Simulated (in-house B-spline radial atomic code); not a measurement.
# Ionising the aluminium ion Al⁶⁺ with different functionals

Computed with a radial B-spline atomic code at the basis-set limit: non-relativistic Hamiltonian, point nucleus, spin-polarised at highest spin, spherical fractional occupations for the functionals, and exact exchange of hybrids averaged over the configuration. The ionisation energy is the difference of two self-consistent energies, [He] 2s2 2p3 → [He] 2s2 2p2, without Breit or QED terms; ε is the level of the shell that loses the electron (its least bound occupied spin orbital).

| method | rung | ΔSCF (eV) | -ε(2p) (eV) |
| --- | --- | --- | --- |
| PBE0 | global hybrid | 242.57 | 227.25 |
| B3LYP | global hybrid | 242.75 | 226.23 |
| TPSSh | global hybrid | 242.97 | 224.36 |
| M06-2X | global hybrid | 241.54 | 232.52 |
| BHandHLYP | global hybrid | 242.64 | 232.84 |
| r2SCAN0 | global hybrid | ? | ? |
| B97-1 | global hybrid | 242.55 | 226.32 |
| HSE06 | range-separated hybrid | ? | ? |
| wB97X | range-separated hybrid | 242.32 | 228.71 |
| CAM-B3LYP | range-separated hybrid | 242.67 | 228.21 |
| LC-wPBE | range-separated hybrid | 242.50 | 227.50 |

Question: What does HSE06 give?

Answer: ΔSCF 242.51 eV, and -ε(2p) = 226.75 eV.

Question: What does r2SCAN0 give?

Answer: ΔSCF 244.05 eV, and -ε(2p) = 229.04 eV.

Question: Among the functionals, which spreads more, the ΔSCF values or the orbital energies?

Answer: The orbital energies: ΔSCF values span about 2.51 eV and the orbital energies 8.48 eV.

Question: How do they compare with the NIST value?

Answer: NIST lists 241.76 eV ± 0.09 (semi-empirical, ground level to ground level). Errors run from -0.22 to +2.29 eV; M06-2X is closest (-0.22 eV), but part of that can be cancellation, since the calculations leave out relativity, Breit-QED terms, multiplet and fine-structure energies.
